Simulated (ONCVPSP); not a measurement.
**An odd input for ONCVPSP 4.0.1 (cerium)**

Command:

```bash
oncvpsp.x < Ce.dat > Ce.out
```

Input:

```
# ATOM AND REFERENCE CONFIGURATION
# atsym  z   nc   nv     iexc    psfile
  Ce 58.00    9    5  -109134      upf
#
#   n    l    f
    1    0    2.00
    2    0    2.00
    2    1    6.00
    3    0    2.00
    3    1    6.00
    3    2   10.00
    4    0    2.00
    4    1    6.00
    4    2   10.00
    4    3    1.00
    5    0    2.00
    5    1    6.00
    5    2    1.00
    6    0    1.00
#
# PSEUDOPOTENTIAL AND OPTIMIZATION
# lmax
    3
#
#   l,   rc,      ep,       ncon, nbas, qcut
    0    2.90    0.00    4    7    4.60
    1    1.65    0.00    2    8    5.80
    2    2.85    0.00    4    8    6.00
    3    1.30    0.00    3    8   14.80
#
# LOCAL POTENTIAL
# lloc, lpopt,  rc(5),   dvloc0
    4    4    0.85   -1.00
#
# VANDERBILT-KLEINMAN-BYLANDER PROJECTORs
# l, nproj, debl
    0    2    1.70
    1    1    1.60
    2    2    2.10
    3    1    3.30
#
# MODEL CORE CHARGE
# icmod, fcfact, rcfact
    3    2.00    1.15
#
# LOG DERIVATIVE ANALYSIS
# epsh1, epsh2, depsh
   -3.00    5.00    0.02
#
# OUTPUT GRID
# rlmax, drl
    6.00    0.01
#
# TEST CONFIGURATIONS
# ncnf
    4
# nvcnf
#   n    l    f
    5
    4    3    1.00
    5    0    2.00
    5    1    6.00
    5    2    1.00
    6    0    2.00
#
    5
    4    3    1.00
    5    0    2.00
    5    1    6.00
    5    2    1.00
    6    0    0.00
#
    5
    4    3    1.00
    5    0    2.00
    5    1    6.00
    5    2    0.00
    6    0    0.00
#
    5
    4    3    1.00
    5    0    2.00
    5    1    6.00
    5    2    2.00
    6    0    0.00
#
```

This is an input that runs to its end, with one change: ncon of l = 1 set to 2. The unchanged file is no sound one. Note: ghosts flagged at negative energy: s at -197.4 eV, p at -118.3 eV; GHOST(+) flagged for d at 102.2 eV. A true bound ghost makes a file unfit for plane-wave use.

Problem. How does the run end?

Solution. The program refuses the input: "test_data: must have 3 <= ncon <= 5, l= 1".

```
ONCVPSP  (Optimized Norm-Conservinng Vanderbilt PSeudopotential)
scalar-relativistic version 4.0.1

test_data: must have 3 <= ncon <= 5, l=   1
test_data: must have ncon+2 <= nbas <= ncon+5, l=   1
ERROR: test_data found   2 ERROR; stopping
```
